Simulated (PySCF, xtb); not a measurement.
B(NCO)2(OH) (C₂HBN₂O₃), SMILES O=C=NB(O)N=C=O.

GFN2-xTB (xtb) at its own geometry gives an orbital gap of 5.30 eV and a dipole moment of 2.97 D.

Geometry: r2SCAN-D4/def2-SVP. Other conformers were not sampled.

Q: What does PBE/def2-TZVP in PySCF give? (The exact figures need the calculation; the answer reports its results.)

A: gap 5.55 eV (levels -7.56 and -2.01 eV), dipole 2.24 D.
